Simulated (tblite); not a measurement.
C9H12Si.
Numbering: `[CH:1]#[C:2][Si@:3]1([CH3:4])[CH2:5][C@H:6]([C:7]#[C:8][CH3:9])[CH2:10]1` (hydrogens: H11 on C1; H12, H13, H14 on C4; H15, H16 on C5; H17 on C6; H18, H19, H20 on C9; H21, H22 on C10)

Computed with GFN2-xTB (tblite), gas phase: L-BFGS steps from a force-field or distance-geometry start until the largest atomic force falls under 0.01 eV/Å.

Step 15: E = -733.1461 eV
```
atom  x, y, z in Å  |  force x, y, z in eV/Å
C1      3.8980   -0.3946    1.8867   -0.041   0.006  -0.046
C2      3.0812   -0.2738    1.0124    0.012  -0.001   0.030
Si3     1.7813   -0.0855   -0.2898    0.011  -0.024  -0.075
C4      2.4384   -0.0525   -2.0764    0.021   0.003   0.010
C5      0.3921    1.2068   -0.0422    0.018   0.037  -0.002
C6     -0.6324    0.1467   -0.5066    0.017  -0.013  -0.020
C7     -1.9315    0.2329    0.1041   -0.076   0.007   0.068
C8     -3.0167    0.3056    0.6080    0.019  -0.007   0.024
C9     -4.3221    0.3913    1.2212   -0.087   0.007   0.038
C10     0.1773   -1.1251   -0.1653    0.039  -0.045  -0.005
H11     4.6158   -0.5006    2.6488    0.010  -0.001  -0.010
H12     1.6057    0.0567   -2.7676    0.053  -0.002  -0.002
H13     3.1181    0.7771   -2.2450    0.012  -0.006   0.038
H14     2.9632   -0.9667   -2.3352    0.017  -0.006   0.041
H15     0.3781    2.1264   -0.6183    0.006   0.061  -0.048
H16     0.2277    1.4649    1.0020   -0.010  -0.001   0.009
H17    -0.7584    0.2149   -1.5920    0.000   0.004  -0.024
H18    -4.7250    1.3968    1.1095   -0.001   0.058   0.001
H19    -5.0085   -0.3099    0.7486   -0.012  -0.048  -0.025
H20    -4.2547    0.1554    2.2823    0.001  -0.008   0.046
H21     0.0027   -1.9626   -0.8346   -0.002  -0.029  -0.034
H22    -0.0408   -1.4567    0.8486   -0.007   0.008  -0.012
```

Step 16: E = -733.1477 eV
```
atom  x, y, z in Å  |  force x, y, z in eV/Å
C1      3.8982   -0.3946    1.8834   -0.086   0.013  -0.085
C2      3.0789   -0.2740    1.0107    0.053  -0.007   0.075
Si3     1.7796   -0.0853   -0.2926    0.025  -0.020  -0.052
C4      2.4455   -0.0533   -2.0750    0.004   0.017   0.030
C5      0.3901    1.2068   -0.0445    0.013   0.027   0.012
C6     -0.6356    0.1461   -0.5047    0.022   0.016  -0.056
C7     -1.9343    0.2332    0.1050   -0.071   0.000   0.110
C8     -3.0164    0.3052    0.6151    0.033  -0.009   0.014
C9     -4.3225    0.3912    1.2246   -0.106   0.007   0.033
C10     0.1758   -1.1245   -0.1677    0.030  -0.045   0.007
H11     4.6157   -0.5001    2.6463    0.006   0.000  -0.019
H12     1.6156    0.0557   -2.7679    0.030   0.002  -0.034
H13     3.1260    0.7748   -2.2413    0.026   0.024   0.036
H14     2.9709   -0.9661   -2.3311    0.035  -0.053   0.032
H15     0.3736    2.1244   -0.6229    0.009   0.077  -0.046
H16     0.2283    1.4657    1.0003   -0.008   0.004  -0.004
H17    -0.7684    0.2158   -1.5890    0.028   0.000  -0.043
H18    -4.7239    1.3966    1.1091   -0.011   0.067   0.012
H19    -5.0062   -0.3097    0.7480   -0.024  -0.054  -0.018
H20    -4.2596    0.1554    2.2858   -0.001  -0.006   0.047
H21    -0.0014   -1.9590   -0.8387    0.001  -0.056  -0.040
H22    -0.0402   -1.4571    0.8463   -0.006  -0.002  -0.012
```

**Question.** Estimate the geometry and energy of step 17. (The exact step hangs on the optimiser's Hessian estimate; all steps are aligned on step 16, rigid shifts and turns removed.)

**Answer.** E = -733.1497 eV, largest force 0.139 eV/Å
```
atom  x, y, z in Å  |  force x, y, z in eV/Å
C1      3.8981   -0.3946    1.8788   -0.103   0.015  -0.092
C2      3.0757   -0.2741    1.0086    0.068  -0.009   0.090
Si3     1.7777   -0.0853   -0.2970    0.025  -0.006  -0.003
C4      2.4552   -0.0543   -2.0730   -0.007   0.023   0.036
C5      0.3877    1.2076   -0.0478    0.003   0.010   0.012
C6     -0.6398    0.1456   -0.5028    0.013   0.044  -0.077
C7     -1.9382    0.2335    0.1078   -0.028  -0.012   0.135
C8     -3.0165    0.3046    0.6254    0.028  -0.009   0.010
C9     -4.3248    0.3912    1.2296   -0.094   0.005   0.018
C10     0.1744   -1.1243   -0.1710    0.003  -0.030   0.007
H11     4.6155   -0.4996    2.6423   -0.003   0.001  -0.032
H12     1.6294    0.0544   -2.7690    0.006   0.007  -0.069
H13     3.1370    0.7723   -2.2356    0.039   0.053   0.034
H14     2.9817   -0.9661   -2.3250    0.049  -0.092   0.023
H15     0.3678    2.1232   -0.6296    0.015   0.073  -0.026
H16     0.2287    1.4670    0.9979   -0.004   0.013  -0.025
H17    -0.7811    0.2169   -1.5860    0.057  -0.006  -0.056
H18    -4.7228    1.3975    1.1088   -0.024   0.055   0.028
H19    -5.0037   -0.3104    0.7469   -0.035  -0.044   0.002
H20    -4.2661    0.1553    2.2913   -0.013   0.001   0.033
H21    -0.0067   -1.9554   -0.8448    0.008  -0.076  -0.033
H22    -0.0395   -1.4575    0.8431   -0.003  -0.017  -0.014
```

The energy changes by -0.0020 eV. The first-order estimate −F·Δx gives -0.0027 eV and the mean of the old and new forces, exact on a quadratic surface, -0.0020 eV. The step makes an angle of 76° with the force vector and moves no atom by more than 0.014 Å.

The cost below is that of the whole relaxation. On an Intel Xeon at 2.50 GHz with one thread, no GPU, shared host, this took 3.4 s wall.
